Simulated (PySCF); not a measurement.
Molfile (atoms numbered from 1):
```
C5H3F2N
     RDKit          3D

 11 11  0  0  0  0  0  0  0  0999 V2000
   -2.0260   -1.8622   -0.0429 F   0  0  0  0  0  0  0  0  0  0  0  0
   -1.0029   -1.0074   -0.0242 C   0  0  0  0  0  0  0  0  0  0  0  0
   -1.2516    0.3562    0.0070 C   0  0  0  0  0  0  0  0  0  0  0  0
   -0.1485    1.1957    0.0252 C   0  0  0  0  0  0  0  0  0  0  0  0
    1.1269    0.6527    0.0114 C   0  0  0  0  0  0  0  0  0  0  0  0
    1.2206   -0.7303   -0.0199 C   0  0  0  0  0  0  0  0  0  0  0  0
    2.4222   -1.3077   -0.0352 F   0  0  0  0  0  0  0  0  0  0  0  0
    0.1937   -1.5494   -0.0384 N   0  0  0  0  0  0  0  0  0  0  0  0
   -2.2623    0.7279    0.0166 H   0  0  0  0  0  0  0  0  0  0  0  0
   -0.2820    2.2661    0.0503 H   0  0  0  0  0  0  0  0  0  0  0  0
    2.0154    1.2611    0.0241 H   0  0  0  0  0  0  0  0  0  0  0  0
  1  2  1  0
  2  3  1  0
  3  4  2  0
  4  5  1  0
  5  6  2  0
  6  7  1  0
  6  8  1  0
  8  2  2  0
  3  9  1  0
  4 10  1  0
  5 11  1  0
M  END
```

One computed conformer, rapidly exchanging positions averaged, no solvent, no relativistic terms. PBE0/pcSseg-1 with gauge-including orbitals; GFN2-xTB geometry; PySCF 2.14.

References, each an isolated molecule treated in the same way: $^{13}$C (σref 186.93) and $^{1}$H (σref 31.72) vs TMS; CFCl3 for $^{19}$F (σref 170.95); $^{15}$N (σref 267.73) vs NH3.

```json
{"atoms": "H9/H11", "nucleus": "$^{1}$H", "count": "2", "Hirshfeld charge": "0.06", "δ (ppm)": "6.88"}
{"atoms": "F1/F7", "nucleus": "$^{19}$F", "count": "2", "Hirshfeld charge": "-0.07", "δ (ppm)": "?"}
{"atoms": "H10", "nucleus": "$^{1}$H", "count": "1", "Hirshfeld charge": "0.07", "δ (ppm)": "8.11"}
{"atoms": "C2/C6", "nucleus": "$^{13}$C", "count": "2", "Hirshfeld charge": "0.15", "δ (ppm)": "?"}
{"atoms": "N8", "nucleus": "$^{15}$N", "count": "1", "Hirshfeld charge": "-0.19", "δ (ppm)": "284.8"}
{"atoms": "C4", "nucleus": "$^{13}$C", "count": "1", "Hirshfeld charge": "-0.02", "δ (ppm)": "150.3"}
{"atoms": "C3/C5", "nucleus": "$^{13}$C", "count": "2", "Hirshfeld charge": "-0.07", "δ (ppm)": "110.6"}
```

Problem. Complete the table.

Solution. 
- C2/C6: 172.5 ppm, aromatic carbon bearing fluorine; σ withdrawal by the attached heteroatom moves it downfield of the ring CH carbons
- F1/F7: -65.9 ppm, aryl fluorine

Shifts are as computed. Against solution values, carbons near 30 ppm lie about +3 ppm off and those near 130 ppm about +5 ppm. Of 1211 compounds with measured shifts, 218 miss one by over three times the rms of a fit or turn the order of signals round; such compounds aren't used in these exercises. Unscaled 19F shifts against computed CFCl3 carry errors that often reach 10 to 50 ppm. Experimental scales use liquid or dissolved standards, which lie at an offset from isolated NH3 (liquid NH3: subtract about 20 ppm). Unscaled 15N shifts of sp2 nitrogen come out 20 to 40 ppm too high even then.
